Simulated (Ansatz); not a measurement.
Basis-set series for C$_{2}$H$_{5}$ClGa (`C[CH2][Ga][Cl]`) radical. Total charge 0; spin multiplicity 2. All single points use the PBE0-D4/def2-TZVP geometry. It is one conformer, not always the lowest.

| functional | basis | functions | energy (Eh) | HOMO (eV) | LUMO (eV) |
| --- | --- | --- | --- | --- | --- |
| PBE0-D4 | def2-SVP | 103 | -2463.35766 | -5.76 | -2.75 |
| PBE0-D4 | def2-TZVPP | 222 | -2463.84946 | -5.83 | -2.81 |
| ωB97M-V | def2-SVP | 103 | -2463.67514 | -7.72 | -1.11 |
| ωB97M-V | def2-TZVPP | 222 | -2464.16943 | -7.80 | -1.19 |

Problem. Give the rows for def2-QZVPP. (Best estimate.)

Solution. The calculation gave: 
```
functional       basis  functions  energy (Eh)  HOMO (eV)  LUMO (eV)
   PBE0-D4  def2-QZVPP        423  -2463.91076      -5.86      -2.86
   ωB97M-V  def2-QZVPP        423  -2464.22890      -7.84      -1.29
```

HOMO and LUMO are taken over both spins. Scalar relativity is left out up to krypton.

Computed with Ansatz.
